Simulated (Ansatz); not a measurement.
Ansatz (a quantum-chemistry and plane-wave program) input for C5H8O, SMILES CC=C1COC1, PBE0-D3(BJ)/def2-SVP. 

Ansatz 0.2 input:
```yaml
crystal:
  periodic: [false, false, false]
  atoms:
    - {symbol: C, position_ang: [2.39804944, -0.44080768, 0.35460688]}
    - {symbol: C, position_ang: [1.24423258, 0.49254603, 0.51812379]}
    - {symbol: C, position_ang: [0.01741414, 0.23322767, 0.11279440]}
    - {symbol: C, position_ang: [-0.68425195, -0.90147114, -0.57653119]}
    - {symbol: O, position_ang: [-1.91804345, -0.17398070, -0.52979758]}
    - {symbol: C, position_ang: [-1.30632929, 0.94009896, 0.13155481]}
    - {symbol: H, position_ang: [2.09035338, -1.35274145, -0.14971990]}
    - {symbol: H, position_ang: [3.18722069, 0.03654359, -0.22535849]}
    - {symbol: H, position_ang: [2.81332542, -0.69735433, 1.32868675]}
    - {symbol: H, position_ang: [1.45418462, 1.43625868, 1.00411032]}
    - {symbol: H, position_ang: [-0.74051947, -1.84092571, -0.01648865]}
    - {symbol: H, position_ang: [-0.36800744, -1.10814695, -1.60439644]}
    - {symbol: H, position_ang: [-1.36821224, 1.85729678, -0.46324976]}
    - {symbol: H, position_ang: [-1.73868679, 1.11935176, 1.12150456]}
basis:
  gaussian:
    orbitals: def2-SVP
hamiltonian:
  xc: pbe0
  dispersion: d3bj
relax: {f_tol: 0.002, max_steps: 200}
```

Output:

```
WARN ansatz: RAYON_NUM_THREADS=1 ignored (pool sized by the plan → 1); use --threads N
Functional definition: PBE0
integrals: 0.09 GiB planned
1417 factors; integrals over basis functions are off by at most 2.9e-4 eV
mean field: 0.55 GiB planned
mean field evaluation 1: about -7340.5387 eV, gradient 5.0e1 eV
mean field evaluation 2: about -7340.4799 eV, gradient 5.1e1 eV
mean field evaluation 4: about -7346.6962 eV, gradient 3.0e0 eV
mean field evaluation 8: about -7346.7586 eV, gradient 2.5e-1 eV
mean field evaluation 16: about -7346.7588 eV, gradient 1.4e-5 eV
mean field -7346.75876764 eV, -269.9884048986 hartree, gradient 1.4e-5 eV, S^2 0.000000; 0 other end points of the search recorded, 0 dependent functions left out
the calculation of the forces begins
reference -7346.75879427 eV, -269.9884058775 hartree; 23, 23 occupied and 101, 101 virtual orbitals, 1417 factors
relax step   1: F+E_penalty+E_count = -7346.99967962 eV  Δ(F+E_penalty+E_count) = +0.000e0 eV  max|allowed force component| = 6.055e-1 eV/Å  Δτ_max = 0.0000 Å  (26 SCF iters, accepted)
these checks for a lower state are left out or cut short: starts, cluster_reference, orbital_swaps, neighbouring_geometries, increment
integrals: 0.09 GiB planned
1417 factors; integrals over basis functions are off by at most 3.0e-4 eV
mean field: 0.55 GiB planned
mean field -7346.79037434 eV, -269.9895664235 hartree, gradient 1.7e-5 eV, S^2 0.000000; 0 other end points of the search recorded, 0 dependent functions left out
the calculation of the forces begins
reference -7346.79040100 eV, -269.9895674033 hartree; 23, 23 occupied and 101, 101 virtual orbitals, 1417 factors
relax step   2: F+E_penalty+E_count = -7347.03016483 eV  Δ(F+E_penalty+E_count) = -3.049e-2 eV  max|allowed force component| = 2.110e-1 eV/Å  Δτ_max = 0.0232 Å  (30 SCF iters, accepted)
these checks for a lower state are left out or cut short: starts, cluster_reference, orbital_swaps, neighbouring_geometries, increment
integrals: 0.09 GiB planned
1417 factors; integrals over basis functions are off by at most 3.0e-4 eV
mean field: 0.55 GiB planned
mean field -7346.79389336 eV, -269.9896957452 hartree, gradient 9.5e-6 eV, S^2 0.000000; 0 other end points of the search recorded, 0 dependent functions left out
the calculation of the forces begins
reference -7346.79392000 eV, -269.9896967243 hartree; 23, 23 occupied and 101, 101 virtual orbitals, 1417 factors
relax step   3: F+E_penalty+E_count = -7347.03331181 eV  Δ(F+E_penalty+E_count) = -3.147e-3 eV  max|allowed force component| = 5.220e-2 eV/Å  Δτ_max = 0.0091 Å  (24 SCF iters, accepted)
these checks for a lower state are left out or cut short: starts, cluster_reference, orbital_swaps, neighbouring_geometries, increment
integrals: 0.09 GiB planned
1417 factors; integrals over basis functions are off by at most 3.0e-4 eV
mean field: 0.55 GiB planned
mean field evaluation 32: about -7346.7940 eV, gradient 5.7e-5 eV
mean field -7346.79403530 eV, -269.9897009615 hartree, gradient 1.3e-5 eV, S^2 0.000000; 0 other end points of the search recorded, 0 dependent functions left out
the calculation of the forces begins
reference -7346.79406193 eV, -269.9897019401 hartree; 23, 23 occupied and 101, 101 virtual orbitals, 1417 factors
relax step   4: F+E_penalty+E_count = -7347.03344440 eV  Δ(F+E_penalty+E_count) = -1.326e-4 eV  max|allowed force component| = 1.883e-2 eV/Å  Δτ_max = 0.0019 Å  (23 SCF iters, accepted)
these checks for a lower state are left out or cut short: starts, cluster_reference, orbital_swaps, neighbouring_geometries, increment
integrals: 0.09 GiB planned
1417 factors; integrals over basis functions are off by at most 3.0e-4 eV
mean field: 0.55 GiB planned
mean field -7346.79405631 eV, -269.9897017334 hartree, gradient 8.5e-5 eV, S^2 0.000000; 0 other end points of the search recorded, 0 dependent functions left out
the calculation of the forces begins
reference -7346.79408293 eV, -269.9897027118 hartree; 23, 23 occupied and 101, 101 virtual orbitals, 1417 factors
relax step   5: F+E_penalty+E_count = -7347.03346540 eV  Δ(F+E_penalty+E_count) = -2.100e-5 eV  max|allowed force component| = 3.567e-3 eV/Å  Δτ_max = 0.0016 Å  (20 SCF iters, accepted)
these checks for a lower state are left out or cut short: starts, cluster_reference, orbital_swaps, neighbouring_geometries, increment
integrals: 0.09 GiB planned
1417 factors; integrals over basis functions are off by at most 3.0e-4 eV
mean field: 0.55 GiB planned
mean field -7346.79407050 eV, -269.9897022550 hartree, gradient 3.9e-5 eV, S^2 0.000000; 0 other end points of the search recorded, 0 dependent functions left out
the calculation of the forces begins
reference -7346.79409713 eV, -269.9897032335 hartree; 23, 23 occupied and 101, 101 virtual orbitals, 1417 factors
relax step   6: F+E_penalty+E_count = -7347.03346859 eV  Δ(F+E_penalty+E_count) = -3.185e-6 eV  max|allowed force component| = 1.756e-3 eV/Å  Δτ_max = 0.0019 Å  (20 SCF iters, accepted)
integrals: 0.09 GiB planned
1417 factors; integrals over basis functions are off by at most 3.0e-4 eV
mean field: 0.55 GiB planned
mean field -7346.79407050 eV, -269.9897022550 hartree, gradient 3.9e-5 eV, S^2 0.000000; 1 other end points of the search recorded, 0 dependent functions left out
the calculation of the forces begins
reference -7346.79409713 eV, -269.9897032335 hartree; 23, 23 occupied and 101, 101 virtual orbitals, 1417 factors
Total energy: -7347.03349521 eV, -269.9985009509 hartree
Atom 0 at     2.407796    -0.437855     0.359079 Å, force     0.000346    -0.000882     0.000649 eV/Å
Atom 1 at     1.250343     0.491338     0.520673 Å, force     0.000373    -0.000530    -0.000212 eV/Å
Atom 2 at     0.011364     0.235070     0.112354 Å, force    -0.001756     0.001007     0.001247 eV/Å
Atom 3 at    -0.701202    -0.897397    -0.579848 Å, force     0.001071     0.000499    -0.001567 eV/Å
Atom 4 at    -1.931740    -0.171946    -0.531447 Å, force     0.000177    -0.000557    -0.000034 eV/Å
Atom 5 at    -1.319153     0.938964     0.128144 Å, force     0.000040     0.000232     0.001138 eV/Å
Atom 6 at     2.116504    -1.371410    -0.144518 Å, force    -0.000313     0.000616     0.000291 eV/Å
Atom 7 at     3.214671     0.027616    -0.231331 Å, force     0.000327    -0.000189     0.000429 eV/Å
Atom 8 at     2.847036    -0.702898     1.335372 Å, force     0.000768     0.000400    -0.000229 eV/Å
Atom 9 at     1.443025     1.452748     1.012458 Å, force    -0.000152    -0.000398    -0.001066 eV/Å
Atom 10 at    -0.748786    -1.852279    -0.022375 Å, force     0.000146     0.000062     0.000101 eV/Å
Atom 11 at    -0.375645    -1.113338    -1.615325 Å, force    -0.000850    -0.000341    -0.000398 eV/Å
Atom 12 at    -1.380421     1.870838    -0.465170 Å, force     0.000006    -0.000061    -0.000128 eV/Å
Atom 13 at    -1.753061     1.130446     1.127775 Å, force    -0.000185     0.000142    -0.000220 eV/Å
Dipole moment:     0.406366     0.054398     0.120491 e Å
```

The calculation finished and met its thresholds.
